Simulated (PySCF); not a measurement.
PySCF input file for Ta(NH)(F)2(OH) (F2H2NOTa), SMILES [OH][Ta]([F])(=[NH])[F], multiplicity 1, PBE-D3(BJ)/def2-SVP. Geometry optimised at PBE-D3(BJ)/def2-SVP. The spin state was assumed, not searched. The structure was generated by enumeration; whether it is a known compound was not checked. The def2 effective core potentials stand for the cores of Ta; spin–orbit coupling is left out. Other conformers were not sampled.

```python
import numpy as np
from pyscf import gto, scf, dft, df
from pyscf.hessian import thermo

mol = gto.M(
    atom='''
    Ta    0.01339301    0.00151100   -0.00000000
    N    -0.09788817    1.77411788   -0.00000002
    H    -0.11426118    2.79426116   -0.00000004
    F     0.92189892   -0.53200521    1.58403805
    F     0.92189901   -0.53200525   -1.58403798
    O    -1.76826300   -0.68943314   -0.00000004
    H    -2.62628905   -0.23183001   -0.00000008
    ''',
    basis='def2-SVP',
    ecp={'Ta': 'def2-svp'},
    charge=0,
    spin=0,
    max_memory=1600,
    verbose=3,
)
mf = dft.RKS(mol, xc='pbe').density_fit(auxbasis='def2-universal-jkfit')
mf.disp = 'd3bj'
mf.grids.level = 3
mf.conv_tol = 1e-11
mf.max_cycle = 100
mf.kernel()

# [left out here: the lines that compute and print the analytic Hessian (its translational invariance restored by hand, since the grid's response is missing), thermochemistry and intensities]
```

Log of the run:

```
converged SCF energy = -387.577713949095

WARN: DFTD3 does not support analytical Hessian, using finite difference


WARN: Mole.unit (angstrom) is changed to Bohr

Mode                                 0                   1                   2
Irrep
Freq [cm^-1]                      156.6271            167.4403            189.7225
Reduced mass [au]                  17.8346              6.2302             10.6556
Force const [Dyne/A]                0.2578              0.1029              0.2260
Char temp [K]                     225.3515            240.9093            272.9685
Normal mode                   x     y     z       x     y     z       x     y     z
       0  Ta                -0.02  0.00 -0.00   -0.00  0.00  0.02    0.00  0.03  0.00
       1   N                 0.01  0.01  0.00    0.00  0.00 -0.03   -0.02  0.04 -0.00
       2   H                 0.08  0.01  0.00    0.00  0.00 -0.08   -0.04  0.04 -0.00
       3   F                 0.12 -0.02 -0.09    0.09  0.02 -0.01   -0.03 -0.11 -0.03
       4   F                 0.12 -0.02  0.09   -0.09 -0.02 -0.01   -0.03 -0.11  0.03
       5   O                -0.04  0.02  0.00   -0.00  0.00 -0.17    0.06 -0.10 -0.00
       6   H                -0.04  0.03  0.00   -0.00  0.00 -0.33   -0.00 -0.21 -0.00
Mode                                 3                   4                   5
Irrep
Freq [cm^-1]                      230.8678            232.7928            412.5086
Reduced mass [au]                   5.8907              3.9040              1.1781
Force const [Dyne/A]                0.1850              0.1247              0.1181
Char temp [K]                     332.1673            334.9370            593.5080
Normal mode                   x     y     z       x     y     z       x     y     z
       0  Ta                -0.00 -0.00  0.01    0.02 -0.00  0.00    0.00 -0.00 -0.00
       1   N                 0.00 -0.00 -0.18   -0.19 -0.01 -0.00   -0.00  0.00  0.03
       2   H                 0.00 -0.00 -0.31   -0.30 -0.01 -0.00   -0.00  0.00  0.14
       3   F                -0.01 -0.10 -0.00    0.00 -0.05 -0.00   -0.01  0.01 -0.01
       4   F                 0.01  0.10 -0.00    0.00 -0.05  0.00    0.01 -0.01 -0.01
       5   O                -0.00 -0.00  0.04   -0.02  0.10  0.00   -0.00  0.00  0.09
       6   H                -0.00 -0.00 -0.14    0.10  0.33 -0.00    0.00 -0.00 -0.91
Mode                                 6                   7                   8
Irrep
Freq [cm^-1]                      502.5270            511.4558            612.4661
Reduced mass [au]                   1.2046              1.2029              1.4402
Force const [Dyne/A]                0.1792              0.1854              0.3183
Char temp [K]                     723.0245            735.8710            881.2024
Normal mode                   x     y     z       x     y     z       x     y     z
       0  Ta                -0.00 -0.00 -0.00   -0.00  0.00  0.00   -0.00 -0.00 -0.00
       1   N                 0.04 -0.00 -0.00   -0.00 -0.00 -0.11   -0.10 -0.01 -0.00
       2   H                -0.64 -0.02  0.00    0.00  0.00  0.90    0.65  0.01  0.00
       3   F                 0.01 -0.00  0.01    0.00 -0.00 -0.00    0.01 -0.01  0.02
       4   F                 0.01 -0.00 -0.01   -0.00  0.00 -0.00    0.01 -0.01 -0.02
       5   O                 0.03  0.09  0.00   -0.00 -0.00 -0.01    0.06  0.08  0.00
       6   H                -0.31 -0.56  0.00    0.00  0.00  0.06   -0.22 -0.46  0.00
Mode                                 9                  10                  11
Irrep
Freq [cm^-1]                      662.9424            665.4514            714.0394
Reduced mass [au]                  16.5945             20.7192              4.5749
Force const [Dyne/A]                4.2970              5.4058              1.3743
Char temp [K]                     953.8265            957.4365           1027.3438
Normal mode                   x     y     z       x     y     z       x     y     z
       0  Ta                -0.01  0.01 -0.00    0.00 -0.00 -0.03    0.02  0.01  0.00
       1   N                 0.02  0.00  0.00   -0.00 -0.00  0.01   -0.03 -0.01 -0.00
       2   H                -0.05  0.00  0.00    0.00 -0.00  0.04    0.08 -0.00  0.00
       3   F                 0.08 -0.04  0.13    0.07 -0.04  0.13   -0.01 -0.00 -0.00
       4   F                 0.08 -0.04 -0.13   -0.07  0.04  0.13   -0.01 -0.00  0.00
       5   O                -0.03 -0.03  0.00    0.00  0.00  0.01   -0.21 -0.05 -0.00
       6   H                 0.03  0.09 -0.00   -0.00 -0.00 -0.03   -0.32 -0.26 -0.00
Mode                                12                  13                  14
Irrep
Freq [cm^-1]                      980.6269           3590.0835           3781.4787
Reduced mass [au]                   7.5799              1.0855              1.0679
Force const [Dyne/A]                4.2946              8.2428              8.9973
Char temp [K]                    1410.9037           5165.3308           5440.7059
Normal mode                   x     y     z       x     y     z       x     y     z
       0  Ta                 0.00 -0.02  0.00   -0.00  0.00 -0.00   -0.00 -0.00 -0.00
       1   N                -0.01  0.25 -0.00    0.00 -0.07  0.00   -0.00 -0.00  0.00
       2   H                -0.02  0.27 -0.00   -0.02  0.96 -0.00   -0.00  0.01 -0.00
       3   F                 0.00  0.00  0.01   -0.00  0.00 -0.00   -0.00  0.00 -0.00
       4   F                 0.00  0.00 -0.01   -0.00  0.00  0.00   -0.00  0.00  0.00
       5   O                -0.01  0.00 -0.00   -0.00  0.00 -0.00    0.05 -0.03  0.00
       6   H                -0.02 -0.01  0.00    0.01 -0.00  0.00   -0.86  0.45 -0.00
temperature 298.1500 [K]
pressure 101325.00 [Pa]
Rotational constants [GHz] 3.16513 3.05205 2.73524
Symmetry number 1
Zero-point energy (ZPE) 0.03055 [Eh]   80215.775 [J/mol]
                           tot       elec      trans        rot        vib
Entropy [J/mol/K]       351.864      0.000    177.656    112.550     61.658
Cv [J/mol/K]             96.632      0.000     12.472     12.472     71.689
Cp [J/mol/K]            104.947      0.000     20.786     12.472     71.689
Internal energy [J/mol]                      3718.434   3718.434  91082.095
Internal energy [Eh]   -387.54019  -387.57771
Enthalpy [J/mol]                             6197.391   3718.434  91082.095
Enthalpy [Eh]          -387.53925
Gibbs free energy [J/mol]                  -46770.716 -29838.484  72698.841
Gibbs free energy [Eh] -387.57920
mode   freq/cm-1   IR/(km/mol)
   1      156.63         5.712
   2      167.44         0.006
   3      189.72         2.364
   4      230.87         1.720
   5      232.79        13.239
   6      412.51        91.041
   7      502.53       267.035
   8      511.46       177.998
   9      612.47        32.419
  10      662.94        82.989
  11      665.45       108.824
  12      714.04        71.138
  13      980.63        97.367
  14     3590.08       139.366
  15     3781.48       192.364
max |gradient| / (hartree/bohr): 0.00017230787886408894
APT charges: [ 2.2523 -0.9335  0.3254 -0.5838 -0.5838 -0.8186  0.3419]
```

Self-consistency was reached.
